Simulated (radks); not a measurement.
Values are calculated unless marked as measured or tabulated.
Q: The europium ion Eu3+, 60 electrons, occupied as [Xe] 4f5 5d1 (not the ground configuration). Level of theory: Dirac Kohn-Sham, LDA (Slater exchange, Perdew-Wang correlation), spin-unpolarised, spherical densities, point nucleus; open shells fill j = l - 1/2 first (a radial shooting solver on a logarithmic mesh with Libxc functionals). Some entries of the table are withheld. Estimate them.

| orbital | occ. | eigenvalue (eV) | <r> (bohr) |
|---|---|---|---|
| 1s1/2 | 2 | -48314.22 | (1) |
| 2s1/2 | 2 | -7964.398 | 0.09466 |
| 2p1/2 | 2 | -7560.297 | 0.07910 |
| 2p3/2 | 4 | -6913.129 | 0.08583 |
| 3s1/2 | 2 | -1784.855 | 0.2495 |
| 3p1/2 | 2 | -1610.036 | 0.2390 |
| 3p3/2 | 4 | -1478.226 | 0.2520 |
| 3d3/2 | 4 | -1174.648 | 0.2237 |
| 3d5/2 | 6 | -1145.956 | 0.2278 |
| 4s1/2 | 2 | (2) | 0.5646 |
| 4p1/2 | 2 | -318.4749 | 0.5770 |
| 4p3/2 | 4 | -288.9218 | 0.6060 |
| 4d3/2 | 4 | -177.2522 | 0.6422 |
| 4d5/2 | 6 | -171.8969 | 0.6523 |
| 5s1/2 | 2 | -76.8486 | 1.327 |
| 5p1/2 | 2 | -57.4020 | 1.466 |
| 5p3/2 | 4 | -52.8465 | 1.546 |
| 4f5/2 | 5 | (3) | (4) |
| 4f7/2 | 0 | (5) | (6) |
| 5d3/2 | 1 | -26.8486 | 2.076 |
| 5d5/2 | 0 | -26.3688 | 2.109 |

A: 
(1) 1s1/2 <r> (bohr): 0.02233
(2) 4s1/2 eigenvalue (eV): -386.0935
(3) 4f5/2 eigenvalue (eV): -40.6004
(4) 4f5/2 <r> (bohr): 0.8269
(5) 4f7/2 eigenvalue (eV): -39.8672
(6) 4f7/2 <r> (bohr): 0.8355
